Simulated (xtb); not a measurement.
Harmonic IR lines of one isomer of C$_{4}$H$_{8}$BN, unscaled. These are GFN2-xTB run with xtb values and carry that method's errors.

wavenumber (cm⁻¹): 331 (w), 415 (s), 511 (m), 761 (w), 831 (m), 1014 (vw), 1066 (m), 1086 (w), 1187 (w), 1224 (m), 1253 (w), 1299 (m), 1385 (m), 1483 (w), 1582 (vs), 1649 (vs), 2604 (s), 2634 (s), 3010 (w), 3029 (m), 3057 (vw), 3082 (w), 3472 (w)

### Question
Which structure gives these lines?
A. `B/C(C=C)=C\N`
B. `B/C=C(/N)C=C`
C. `B/C=C/C=C\N`
D. `B/C(N)=C/C=C`

### Answer
C, `B/C=C/C=C\N`
